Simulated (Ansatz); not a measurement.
Consider the isomerisation: `OC(F)([SiH3])Cl` → `O[SiH](F)CCl`.

Program: Ansatz. Geometries: PBE0-D4/def2-TZVP. ΔE: electronic, gas phase. CBS: MP2 limit from def2 TZ/QZ plus the TZ coupled-cluster correction, frozen cores. Each species was taken in one conformer, which may not be the lowest.

`OC(F)([SiH3])Cl`:

Cartesian coordinates in Å:
```
O 0.826 1.376 -0.345
C 0.098 0.269 -0.615
F -0.994 0.597 -1.376
Si -0.435 -0.620 1.002
Cl 1.049 -0.903 -1.626
H 1.143 1.766 -1.172
H -1.248 -1.792 0.606
H -1.233 0.335 1.807
H 0.794 -1.029 1.719
```

`O[SiH](F)CCl`:

Cartesian coordinates in Å:
```
O 0.166 -1.673 0.750
Si -0.503 -0.195 0.671
F -2.009 -0.266 0.155
C 0.430 0.893 -0.537
Cl 0.710 -0.029 -2.046
H 0.440 -2.070 -0.081
H -0.517 0.360 2.037
H 1.406 1.186 -0.148
H -0.124 1.794 -0.801
```

| species | CCSD/CBS(def2) energy (Eh) |
| --- | --- |
| `OC(F)([SiH3])Cl` | -964.22578 |
| `O[SiH](F)CCl` | -964.37643 |

Task: Work out ΔE.

Result: ΔE = (-964.37643) − (-964.22578) = -0.15065 Eh = -94.5 kcal/mol. CCSD(T)/CBS gives -93.1 kcal/mol.

Largest T1 diagnostic among the species: 0.012.

From r2SCAN to r2SCAN0 (25 % exact exchange), in def2-TZVPP and without D4, ΔE moves by −2.7 kcal/mol. At CCSD(T), def2-SVP lies +16.0 kcal/mol from the extrapolated value and def2-TZVPP +1.9 kcal/mol. Leaving LDA and LC-ωPBE aside and taking each functional with its dispersion term where it has one, the values, not all of them listed here, spread over 10.6 kcal/mol, from BHLYP-D4 to revPBE-D4. LDA lies +1.5 kcal/mol from PBE without D4.
